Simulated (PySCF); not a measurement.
# F²⁺: ionisation energy

F²⁺ [He] 2s2 2p3 (4S) → F³⁺ [He] 2s2 2p2 (3P), as a difference of total energies. Calculation: PySCF 2.14, in aug-cc-pVDZ-DK; scalar relativity by spin-free X2C-1e. Correlated levels: valence: 1s2 frozen. The calculations carry no spin-orbit coupling.

```csv
method,ionisation energy (eV)
UHF,62.220
LDA,63.194
PBE,62.915
PBE0,62.964
TPSSh,62.907
TPSS,62.881
B2PLYP,62.734
B3LYP,62.994
SCS-MP2 (valence),62.362
```

Task: Estimate what r2SCAN gives.

Result: 63.186 eV, closest to LDA among the rows shown.

Task: Estimate what MP2 (valence) gives.

Result: 62.544 eV, closest to SCS-MP2 (valence) among the rows shown.

A first-order spin-orbit estimate (lowest level to lowest level, LS coupling) adds -0.049 eV.

Errors of the correlated levels include the incompleteness of this basis and the frozen core.

For comparison: 62.708 eV (semi-empirical (NIST evaluation); NIST Atomic Spectra Database, ionization energies).
